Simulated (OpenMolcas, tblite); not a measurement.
# How methods differ on SiF4 (SMILES F[Si](F)(F)F)

SiF4 has 5 atoms, charge 0, and is taken as a singlet. SMILES: `F[Si](F)(F)F`. The coordinates come from a PBE0-D4/def2-TZVP relaxation.

Each level gives the vertical ionisation energy (to the doublet cation) (eV). The values are calculated.

```tsv
level	kind	program	value (eV)	CPU time (all runs)
IPEA1-xTB	semi-empirical	tblite	18.12	under 2 s
HF/6-311+G**	Hartree–Fock	OpenMolcas	16.47	1.9 min
SVWN5/6-311+G**	LDA	OpenMolcas	14.89	2.5 min
BLYP/6-311+G**	GGA	OpenMolcas	14.50	4.9 min
r2SCAN/6-311+G**	meta-GGA	OpenMolcas	15.01	3.8 min
B3LYP/6-311+G**	global hybrid	OpenMolcas	15.55	2.8 min
PBE0/6-311+G**	global hybrid	OpenMolcas	15.59	2.5 min
```

The values span 14.50 to 18.12 eV. The xTB values lack the empirical shift that such differences need. Times are those of the runs behind each value, whatever else they computed, on shared processors of several kinds: orders of magnitude only.
